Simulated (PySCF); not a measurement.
Species: C3H13PSi3.
Atom-mapped SMILES: `[PH2:1][SiH:2]1[CH2:3][SiH2:4][CH2:5][SiH2:6][CH2:7]1`

Geometry (PBE0-D3(BJ)/def2-SVP, Å), atoms numbered from 1 in this order:
```
atom  x, y, z in Å
P1    -0.7766   -2.2083   -1.3925
Si2   -0.6435   -1.2366    0.6572
C3     1.1708   -0.8604    1.0032
Si4    1.9417    0.3615   -0.2107
C5     0.8923    1.9256   -0.2786
Si6   -0.9315    1.6271   -0.6449
C7    -1.6163    0.3759    0.5909
H8    -0.2905   -3.4697   -0.9257
H9    -2.1484   -2.5752   -1.2239
H10   -1.1957   -2.1344    1.7232
H11    1.7490   -1.8001    1.0074
H12    1.2443   -0.4400    2.0226
H13    3.3389    0.6949    0.2172
H14    2.0137   -0.2610   -1.5689
H15    0.9685    2.4317    0.7008
H16    1.3133    2.6192   -1.0260
H17   -1.0895    1.0999   -2.0361
H18   -1.6977    2.9117   -0.5509
H19   -2.6760    0.1691    0.3640
H20   -1.5919    0.8353    1.5958
```

Definitions: NICS(0) = −σiso at the ring centroid; NICS(1) = −σiso and NICS(1)zz = −σzz at ±1 Å along the ring normal z. Level: GIAO B3LYP/pcSseg-1 (PySCF, non-relativistic, gas phase) on the PBE0-D3(BJ)/def2-SVP geometry, one conformer.

Ring bond lengths (Å): Si2–C3 1.885, C3–Si4 1.887, Si4–C5 1.885, C5–Si6 1.884, Si6–C7 1.887, C7–Si2 1.884.

Problem. Give the NICS values of each ring in ppm.

Solution. 
```tsv
ring	type	NICS(0)	NICS(1), two faces	NICS(1)zz, two faces	rms pucker (Å)	centre to ring atoms, mean (Å)
Si2–C3–Si4–C5–Si6–C7	6-membered ring with 3 Si; formal bonds all single	-1.9	-1.9 / -1.1	4.7 / 2.7	0.28	1.82
```

Problem. What do they say, and how far can they be read as aromaticity?

Solution. 
- Si2–C3–Si4–C5–Si6–C7: mean NICS(1)zz 3.7 ppm, deshielded. Si2, C3, Si4, C5, Si6, C7 have four or more neighbours, so the value isn't read as a sign of a π ring current.

Problem. How shielded are the nuclei of the rings and their hydrogens (means over atoms taken as equivalent)?

Solution. 
```csv
atoms,environment,σ isotropic (ppm)
Si2,SiH silicon,349.0
C3 (×2),sp3 carbon bound to silicon,183.2
Si4 (×2),SiH2 silicon,379.9
C5,sp3 carbon bound to silicon,186.4
H10,Si–H hydrogen,26.11
H11 (×2),methylene hydrogen,31.55
H12 (×2),methylene hydrogen,31.35
H13 (×2),Si–H hydrogen,26.97
H14 (×2),Si–H hydrogen,26.92
H15,methylene hydrogen,31.59
H16,methylene hydrogen,31.53
```

Problem. How do the values depend on the level or the medium?

Solution. 
```
                                 level  NICS(0), Si2–C3–Si4–C5–Si6–C7  mean NICS(1)zz, Si2–C3–Si4–C5–Si6–C7
                   B3LYP/pcSseg-1, gas                           -1.9                                   3.7
                    PBE0/pcSseg-1, gas                           -2.1                                   3.6
        PBE0/pcSseg-1, IEF-PCM benzene                           -2.1                                   3.6
PBE0/pcSseg-1, IEF-PCM tetrahydrofuran                           -2.1                                   3.6
```

The geometry is the same throughout; the continuum's cavity takes Bondi-type radii × 1.2.
